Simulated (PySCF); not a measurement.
Excitation energy of Mo by level of theory

Mo [Kr] 4d5 5s1 (7S) → Mo [Kr] 4d5 5p1 (7P), as a difference of total energies. Calculation: PySCF 2.14, in x2c-TZVPPall with one added diffuse shell each of s, p, d, f type (9s7p7d3f1g, 95 functions); scalar relativity by spin-free X2C-1e. Correlated levels: valence: [Kr] frozen. The calculations carry no spin-orbit coupling.

```json
{"method": "UHF", "excitation energy (eV)": "2.886"}
{"method": "MP2 (valence)", "excitation energy (eV)": "3.129"}
{"method": "SCS-MP2 (valence)", "excitation energy (eV)": "2.967"}
{"method": "CCSD (valence)", "excitation energy (eV)": "3.113"}
{"method": "CCSD(T) (valence)", "excitation energy (eV)": "3.119"}
```

Task: How much does correlation contribute at CCSD(T) (valence)?

Result: 3.119 − (2.886) = 0.233 eV, measured against UHF.

A first-order spin-orbit estimate (lowest level to lowest level, LS coupling) adds -0.040 eV.
